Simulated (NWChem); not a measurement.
C₂H₄BF₂N; SMILES NB(F)/C=C\F

```xyz
10

N     -1.4063     0.7260     0.0000
B     -0.0211     0.9352     0.0000
F      0.4390     2.2055     0.0000
C      1.0305    -0.2203     0.0000
C      0.7674    -1.5249     0.0000
F     -0.4987    -2.0132     0.0000
H     -2.0689     1.4886     0.0000
H     -1.8088    -0.1986     0.0000
H      2.0896     0.0315     0.0000
H      1.4878    -2.3385     0.0000
```
Atoms are numbered in this order, from 1.

All runs: NWChem. Medium grid unless said otherwise, to which SCAN and Minnesota functionals are sensitive. Coordinates come from a B3LYP/6-31G* (spherical d) optimisation.

Task: Among these, which level gives the highest value of “orbital gap (eV)”?
A) PBE0/def2-SVP
B) B3LYP/def2-SVP
C) M06-2X/def2-SVP
D) PW6B95/def2-SVP

Result: C, M06-2X/def2-SVP. Values: B3LYP/def2-SVP 6.47; PBE0/def2-SVP 6.94; PW6B95/def2-SVP 7.10; M06-2X/def2-SVP 9.19
